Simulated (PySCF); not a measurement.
Deuteron quadrupole couplings in `c1ccc([SiH]2CC2)cc1`

Compound: C8H10Si.
Structure used (PBE0-D3(BJ)/def2-SVP), in Å, numbered top down from 1:
```xyz
19
C8H10Si angstrom
C      3.0285    0.2347    0.2401
C      2.5238    1.0281   -0.7882
C      1.1512    1.0674   -1.0308
C      0.2610    0.3143   -0.2509
Si    -1.5690    0.3625   -0.5943
C     -2.7858   -0.0888    0.7373
C     -2.6048   -1.1640   -0.3508
C      0.7869   -0.4787    0.7821
C      2.1568   -0.5207    1.0256
H      4.1041    0.2037    0.4313
H      3.2027    1.6218   -1.4056
H      0.7702    1.6962   -1.8414
H     -1.9621    1.3404   -1.6411
H     -2.4038   -0.3306    1.7364
H     -3.7581    0.4148    0.7782
H     -3.4627   -1.3486   -1.0070
H     -2.1060   -2.0923   -0.0478
H      0.1173   -1.0747    1.4093
H      2.5481   -1.1442    1.8334
```

Level: PBE0/pcSseg-1 (PySCF, non-relativistic); Q(2H) = 0.00286 b; rigid geometry, the same for H and D, with no vibrational averaging.

Task: Rank these positions by the coupling χzz of a deuteron there, largest first.
A. H13 (Si–H hydrogen)
B. H15 (methylene hydrogen)
C. H18 (aromatic hydrogen)

Result: B (208 kHz), C (202 kHz), A (99 kHz).

Task: Tabulate Vzz, the asymmetry η and χzz = 234.96 MHz × Q × Vzz for every hydrogen position.

Result: 
| atom | bonded to | bond length (Å) | Vzz (au) | η | χzz (kHz) |
| --- | --- | --- | --- | --- | --- |
| H10 | C1 | 1.093 | 0.3034 | 0.06 | 204 |
| H11 | C2 | 1.093 | 0.3034 | 0.07 | 204 |
| H12 | C3 | 1.094 | 0.2992 | 0.08 | 201 |
| H13 | Si5 | 1.485 | 0.1472 | 0.08 | 99 |
| H14 | C6 | 1.097 | 0.3079 | 0.09 | 207 |
| H15 | C6 | 1.096 | 0.3091 | 0.08 | 208 |
| H16 | C7 | 1.096 | 0.3091 | 0.08 | 208 |
| H17 | C7 | 1.097 | 0.3078 | 0.09 | 207 |
| H18 | C8 | 1.094 | 0.3007 | 0.08 | 202 |
| H19 | C9 | 1.093 | 0.3034 | 0.06 | 204 |

Task: Average by the element that carries the hydrogen.

Result: on C: 205 kHz over 9 positions, mean bond length 1.095 Å; on Si: 99 kHz over 1 position, mean bond length 1.485 Å.

Task: A static deuteron (I = 1) shows a doublet split by (3/2)χ, (3/4)χ(1 + η) and (3/4)χ(1 − η) with the field along z, y and x of the gradient. What are these for H13?

Result: With |χ| = 98.9 kHz and η = 0.084: 148, 80 and 68 kHz, to first order and without motion.

One conformer (not necessarily the lowest) at the PBE0-D3(BJ)/def2-SVP geometry, without solvent, vibrations or thermal averaging. The small basis limits the accuracy of the gradients.

These values come from a run that also computed NMR shieldings. On Arm Neoverse N1, one thread, shared host, this took 67 s of wall time and 0.97 GiB of memory at its peak.
